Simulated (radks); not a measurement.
The numbers below are computed, except where a source is named.
Q: Species: N IV. Configuration: [He] 2s1.75 2p0.25 (fractional occupations, a model configuration). Level of theory: non-relativistic Kohn-Sham, LDA (Slater exchange, Perdew-Wang correlation), spin-polarised, spherical densities, point nucleus; open shells are filled with parallel spins first (a radial shooting solver on a logarithmic mesh with Libxc functionals). Some entries of the table are withheld. Estimate them.

orbital,occ.,eigenvalue (Ry),<1/r> (bohr^-1)
1s up,1,-32.86394,6.606
1s down,1,-32.82032,6.609
2s up,1,(1),1.317
2s down,0.75,(2),1.306
2p up,0.25,-4.23550,1.241
2p down,0,-4.12215,1.233
3s up,0,(3),0.5037
3s down,0,(4),0.4984
3p up,0,-1.44264,0.4764
3p down,0,-1.42277,0.4714

A: 
(1) 2s up eigenvalue (Ry): -5.01710
(2) 2s down eigenvalue (Ry): -4.90610
(3) 3s up eigenvalue (Ry): -1.64346
(4) 3s down eigenvalue (Ry): -1.62271
